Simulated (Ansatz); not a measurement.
Job for Ansatz (a quantum-chemistry and plane-wave program): U-wB97X-V/cc-pVTZ on FGaH2 (SMILES [F][GaH2]), a point of a bond scan (R = 2.390 Å).

Ansatz 0.2 input:
```yaml
crystal:
  periodic: [false, false, false]
  atoms:
    - {symbol: Ga, position_ang: [-0.15314797, -0.29827289, 0.09911006]}
    - {symbol: H, position_ang: [0.62376958, -1.05783376, 1.21321406]}
    - {symbol: H, position_ang: [-1.47626948, -0.60250567, -0.66151679]}
    - {symbol: F, position_ang: [0.89361481, 1.74041535, -0.57830489]}
basis:
  gaussian:
    orbitals: cc-pVTZ
hamiltonian:
  xc: {name: wB97X-V}
magnetization: {spin_polarized: true, initial_magnetization: 0}
```

Program output:

```
WARN ansatz: RAYON_NUM_THREADS=1 ignored (pool sized by the plan → 1); use --threads N
Functional definition: wB97X-V
integrals: 0.04 GiB planned
658 factors; their error is unknown
integrals: 0.07 GiB planned
151 factors; integrals over basis functions are off by at most 7.4e-6 eV
mean field: 0.54 GiB planned
mean field evaluation 1: about -55118.0620 eV, gradient 3.4e1 eV
mean field evaluation 2: about -55103.5780 eV, gradient 7.7e1 eV
mean field evaluation 4: about -55122.2547 eV, gradient 2.5e0 eV
mean field evaluation 8: about -55122.4031 eV, gradient 3.0e-2 eV
mean field evaluation 16: about -55122.4031 eV, gradient 5.9e-5 eV
mean field -55122.40313105 eV, -2025.7109517592 hartree, gradient 5.9e-5 eV, S^2 0.000000; 0 other end points of the search recorded, 0 dependent functions left out
reference -55122.40312911 eV, -2025.7109516878 hartree; 21, 21 occupied and 80, 80 virtual orbitals, 658 factors
Total energy: -55122.40312911 eV, -2025.7109516878 hartree
```

The calculation finished and met its thresholds.

Cost: around 7 core-seconds (rough).
